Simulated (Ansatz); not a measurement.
Process, species as SMILES: C[N][SiH3] -> [SiH3][N-]C (an electron is taken up)

Wanted: adiabatic electron affinity (0 K, with zero-point energies), in eV. Positive where the reaction releases energy. Set-up: no spin-orbit coupling; non-relativistic; dispersion terms only where a functional's name holds one; UHF or UKS for open shells; valence correlation only. CBS(X,Y): correlation extrapolated as X^-3; Hartree-Fock from the larger set. Ab initio and DFT rows: single points at B3LYP-D3(BJ) geometries (Ansatz, a first-principles code), with unscaled harmonic terms from B3LYP/6-31G* (Ansatz) at its own minima. Sets without +, aug- or the D of def2-TZVPD hold no diffuse functions, which anions need.

| species | coefficient | E at B3LYP/STO-3G (Ansatz), Eh | E at PBE0/def2-TZVPD (Ansatz), Eh | zero-point energy, kcal/mol |
|---|---|---|---|---|
| C[N][SiH3] | +1 | -381.34161 | -385.70303 | 41.03 |
| C[N-][SiH3] | -1 | -381.20671 | -385.75967 | 40.00 |

Coupled cluster (Ansatz) is a level with limits of its own, used here on species with T1 under 0.025 (0.045 for open shells) and stable references: CCSD(T)/CBS(aug-cc-pV(T+d)Z,aug-cc-pV(Q+d)Z). Value to compare with, CCSD(T)/CBS(aug-cc-pV(T+d)Z,aug-cc-pV(Q+d)Z) (Ansatz): 1.80 eV. 1 Eh = 27.2114 eV and 1 eV = 23.0605 kcal/mol.

### Question
Compute it at each level from the table, and compare with CCSD(T)/CBS(aug-cc-pV(T+d)Z,aug-cc-pV(Q+d)Z) (Ansatz).

### Answer

- B3LYP/STO-3G: the sum of coefficient times E is -0.13490 Eh, or -3.671 eV; the thermal terms add 0.045. Result: -3.63 eV. Its difference against CCSD(T)/CBS(aug-cc-pV(T+d)Z,aug-cc-pV(Q+d)Z) (Ansatz) is -5.43 eV.
- PBE0/def2-TZVPD: the sum of coefficient times E is 0.05664 Eh, or 1.541 eV; the thermal terms add 0.045. Result: 1.59 eV. Its difference against CCSD(T)/CBS(aug-cc-pV(T+d)Z,aug-cc-pV(Q+d)Z) (Ansatz) is -0.21 eV.
